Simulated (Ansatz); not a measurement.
System: CH2FNOSi, charge 0, singlet. CH2FNOSi (SMILES O=C=N[SiH2]F).
B3LYP-D3(BJ)/def2-TZVP minimum from Ansatz (a first-principles code):
```xyz
7

Si    -1.2007     0.3590    -0.1760
F     -1.5779    -0.0175     1.3297
N      0.4469     0.0397    -0.4329
C      1.5956    -0.2859    -0.3760
O      2.7194    -0.5926    -0.3474
H     -1.4456     1.7960    -0.3644
H     -2.0007    -0.4867    -1.0735
```

Total energies in cc-pV(D+d)Z, 28 correlated electrons, 9 frozen orbitals. Open shells are spin-unrestricted; no spin-orbit coupling. Correlated methods leave the cores frozen. No relativity.

```csv
method,program,energy (Eh),minus CCSDT(Q) (mEh)
HF,Ansatz,-556.84884,779.83
MP2,Ansatz,-557.58570,42.96
CCSD,Ansatz,-557.60184,26.82
CCSD(T),Ansatz,-557.62558,3.08
CCSDT(Q),Ansatz,-557.62866,0.00
```

Rough core times of Ansatz's runs on a shared machine: CCSD(T) under 20 s, CCSDT(Q) 70 min.
